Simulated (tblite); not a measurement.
Start geometry of `[C]#CC(=O)CCC` [radical] from a force field or distance geometry (Å):
```
atom  x, y, z in Å
C1     4.2512    0.3075   -0.9343
C2     2.9102   -0.1547   -0.2988
C3     1.6597   -0.5727    0.2926
O4     1.6186   -1.4474    1.1263
C5     0.4360    0.1685   -0.2237
C6    -0.8602   -0.3142    0.4188
C7    -2.0635    0.4411   -0.1149
H8     0.5815    1.2444   -0.0294
H9     0.3884    0.0189   -1.3149
H10   -0.9915   -1.3880    0.2438
H11   -0.8004   -0.1836    1.5069
H12   -1.9820    1.5078    0.0898
H13   -2.1748    0.2974   -1.1814
H14   -2.9739    0.0746    0.3671
```

Question: What comes out of this run: GFN2-xTB geometry optimisation, gas phase in tblite?

Answer: 
```
atom  x, y, z in Å
C1     3.941    0.220   -0.806
C2     2.873   -0.091   -0.349
C3     1.664   -0.568    0.286
O4     1.653   -1.436    1.111
C5     0.455    0.175   -0.237
C6    -0.831   -0.318    0.422
C7    -2.041    0.436   -0.112
H8     0.607    1.242   -0.052
H9     0.417    0.039   -1.321
H10   -0.944   -1.386    0.233
H11   -0.755   -0.182    1.503
H12   -1.951    1.502    0.088
H13   -2.140    0.294   -1.186
H14   -2.948    0.074    0.367
```

The energy falls by 273.0 kJ/mol over 25 L-BFGS steps, the largest force on an atom goes from 9.57 to 0.010 eV/Å, and the atoms move by 0.101 Å rms after alignment. The bond that changes most is C1≡C2 (ends: carbon bonded to C; carbon bonded to 2 C), which shortens by 0.352 Å. Bonds longer at the end by more than 0.005 Å: 1 of 13; shorter: 7. Among the angles that change most is C1–C2–C3, from 179.5° to 173.9°. Rotational constants go from 6375, 1289, 1094 to 6701, 1391, 1177 MHz. The orientation of the end geometry is arbitrary; only internal coordinates are fixed.

Its GFN2-xTB frequencies are all real (lowest 34 cm⁻¹).

One conformer stands for the species.

The numbers are calculated, not measured.
